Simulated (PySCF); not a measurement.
An unknown shows these calculated signals:

¹H NMR (600 MHz, computed): δ 8.25 (d, 2H), 7.93 (m, 2H).

¹³C{¹H} NMR (computed): δ 178.0 (C), 142.0 (C), 138.1 (CH), 137.1 (CH).

- PBE0/pcSseg-1 with gauge-including orbitals
- coordinates at the GFN2-xTB level
- program: PySCF 2.14.0 with density-fitted response routines
- a single conformation, no solvent model, averaged over atoms made equivalent by symmetry, fast rotation or ring inversion, non-relativistic

δ = σ(ref) − σ, references computed at the same level: ¹H (31.72 ppm), ¹³C (186.93 ppm) against TMS.

Which of these does the molecule contain: a benzene ring, an S-methyl group, a non-aromatic C=C double bond, an ester?

Results:


- A benzene ring: yes.
- An S-methyl group: no.
- A non-aromatic C=C double bond: no.
- An ester: no.

The data belong to `InChI=1S/C8H4Cl2O2/c9-7(11)5-3-1-2-4-6(5)8(10)12/h1-4H`; they needn't prove each group on their own.

Carbon signals by region: 1 in the far downfield region (above 160 ppm), 3 in the sp2 and nitrile region (100–160 ppm). Above 160 ppm: 178.0, carbonyl carbon.

Carbons that carry Cl, above all several Cl atoms, come out too deshielded, partly because spin–orbit coupling is missing. Shifts are as computed. Against solution values, carbons near 30 ppm lie about +3 ppm off and those near 130 ppm about +5 ppm; carbons on Cl a further +6 ppm. Of 1211 compounds with measured shifts, 218 miss one by over three times the rms of a fit or turn the order of signals round; such compounds aren't used in these exercises. No couplings were computed; multiplicities are counted from neighbouring protons, with m where these are inequivalent, close in shift, in a saturated or five-membered ring or joined by F or P, and br s for small geminal =CH2 splittings.
